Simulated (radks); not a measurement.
Values are calculated unless marked as measured or tabulated.
Task: These are the eigenvalues of the occupied orbitals of an atom or ion with whole-number occupations (hartree). Level of theory: non-relativistic Kohn-Sham, LB94 model potential, spin-polarised, spherical densities, point nucleus (a radial shooting solver on a logarithmic mesh with Libxc functionals).

| orbital | eigenvalue |
|---|---|
| 1s down | -2873.464 |
| 1s up | -2873.463 |
| 2s down | -513.5438 |
| 2s up | -513.5314 |
| 2p down | -495.8907 |
| 2p up | -495.8820 |
| 3s up | -149.5776 |
| 3s down | -149.5154 |
| 3p up | -141.1819 |
| 3p down | -141.1333 |
| 3d up | -125.4737 |
| 3d down | -125.4553 |
| 4s up | -58.06698 |
| 4s down | -57.73287 |
| 4p up | -54.35186 |
| 4p down | -54.01734 |
| 4d up | -47.54302 |
| 4d down | -47.20752 |
| 4f up | -38.57115 |

Which element is it, and in what charge state? The configuration may be excited. Open shells, if any, are filled with parallel spins first.

Result: Z = 81, thallium, charge +29: Tl29+ in [Kr] 4d10 4f6. The list shows which subshells hold electrons but not how many an open one holds; the 1s level, -2873.5 hartree, gives Z - s = 75.8 by -(Z - s)^2/2, which with screening narrows Z to a few neighbours, and the depths of the outer levels then fix element, charge and occupations together.
